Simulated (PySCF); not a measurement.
Computed with PySCF with PBE-D3(BJ)/def2-TZVP // B3LYP-D3(BJ)/def2-SVP. Isolated molecules, 0 K electronic values unless said otherwise. One relaxed conformer stands for a flexible species; it need not be the lowest. Excitations are Tamm–Dancoff values on a coarser integration grid. The basis has no diffuse functions, so Rydberg states are missing or too high.

Reference species (SMILES): `CC[SiH](CC)CC` (neutral, multiplicity 1).

```yaml
LUMO: 0.36 eV
HOMO: -6.57 eV
T1 excitation (TDA): 6.76 eV
```

After one change: the LUMO decreases by 0.23 eV; the HOMO increases by 0.18 eV; the T1 excitation (TDA) drops by 0.30 eV.

Q: Which change was made? The new species is one of these.
(A) `CC[SiH2]CC` (C–C–Si–C torsion 180°, C–Si–C–C torsion 180°)
(B) `CC[SiH3]`
(C) `CC[Si](CC)(CC)CC`

A: C, `CC[Si](CC)(CC)CC`
